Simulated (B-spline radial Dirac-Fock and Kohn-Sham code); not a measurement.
# Auger decay of the N3 hole in Mo²⁺

System: molybdenum as Mo²⁺, configuration [Kr] 4d4, inside a Watson sphere of charge -2 and radius 2 Å (a model of the Madelung potential; inside it an electron's potential energy is raised by 14.4 eV).

The computed values come from a radial B-spline solver: a relativistic independent-particle model: LDA orbitals of the hole state, radiative multipoles to third order, Auger rates from the Coulomb interaction with a continuum orbital, Dirac-Fock energies. Kinetic energies are configuration averages from the vacuum level; the two-hole energies are estimated from single-hole states.

| transition | kinetic energy (eV) | width (meV) | share (%) |
| --- | --- | --- | --- |
| N3-N4N4 | 14.72 | 51.8 | 2.4 |
| N3-N4N5 | 14.96 | 1290 | 59.1 |
| N3-N5N5 | 15.20 | 841 | 38.5 |

Coster-Kronig rates are the weakest part of this model and often come out 1.5 to 2.5 times too large. The listed channels hold 100 % of the non-radiative rate. Summed by principal shells, of 2.18 eV in all: NNN 100.0 %.
